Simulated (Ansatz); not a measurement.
# A barrier at the coupled-cluster level

Start structure (SiNH₅OF₂, singlet), relaxed at PBE0-D4/def2-TZVP:

| atom | x (Å) | y (Å) | z (Å) |
| --- | --- | --- | --- |
| Si1 | -0.7387 | -0.7815 | -0.5110 |
| N2 | 0.9344 | -0.5133 | -0.3676 |
| F3 | -1.1100 | -2.2196 | -1.0733 |
| F4 | -1.3494 | -0.7507 | 0.9531 |
| H5 | -1.3544 | 0.2304 | -1.3752 |
| H6 | 0.6796 | 1.3183 | 0.6814 |
| O7 | 0.2711 | 2.1461 | 0.9682 |
| H8 | 1.4423 | -0.1953 | -1.1797 |
| H9 | 1.5034 | -1.1350 | 0.1881 |
| H10 | -0.2782 | 1.9005 | 1.7160 |

The step: SiNH₃F₂ ([NH2][SiH]([F])[F]) + H₂O → SiH₂OF₂ ([OH][SiH]([F])[F]) + NH₃ (still joined by a long Si–N bond); bonds formed: Si1–O7, N2–H6; bonds broken: H6–O7; bonds weakened to dative contacts: Si1–N2. Computed with Ansatz 0.2.0 (basis: def2-TZVPP and def2-QZVPP); correlated methods freeze the cores. Extrapolation: Hartree–Fock as exp(−7.88 √X), correlation as X^−2.97. Energies below are by CCSD(T) at an estimated basis limit (MP2 extrapolated from triple and quadruple zeta, plus CCSD(T) − MP2 in triple zeta).

Problem. What are the electronic barrier and the energy of the step, from the start structure to the end structure? (To be estimated.)

Solution. By the calculation: Barrier 0.908 eV; step energy -0.629 eV (downhill); reverse barrier, their difference, 1.537 eV. Barrier and step energy count from the start structure, the reverse barrier from the end structure.

The saddle point: One imaginary mode of 1143i cm⁻¹.
| pair | start (Å) | saddle (Å) | end (Å) |
| --- | --- | --- | --- |
| Si1–O7 | 3.43 | 1.94 | 1.65 |
| N2–H6 | 2.13 | 1.27 | 1.01 |
| Si1–N2 | 1.70 | 1.85 | 2.13 |
| H6–O7 | 0.97 | 1.22 | 2.64 |

Zero-point energy (harmonic, PBE0-D4): ZPE is 1.780 eV at the start and 1.738 eV at the saddle, so the barrier goes from 0.908 to 0.866 eV.

The T1 diagnostic stays at or below 0.012.

The step is the kind of ligand exchange by which a precursor binds to a hydroxyl group, or is hydrolysed, in atomic layer deposition of oxides.

Labels in which every atom is bracketed show which atoms are joined, not bond orders.

For scale, one of the runs: CCSD(T)/def2-TZVPP, 236 basis functions, launched by `ansatz run in.yaml --threads 4 --pin off --events-out ev --progress --plain --max-ram 9574MiB`. Time: 2.7 min of wall clock on 4 CPU threads of an Arm Neoverse V1; the host was shared. Peak host memory: 4.7 GiB.
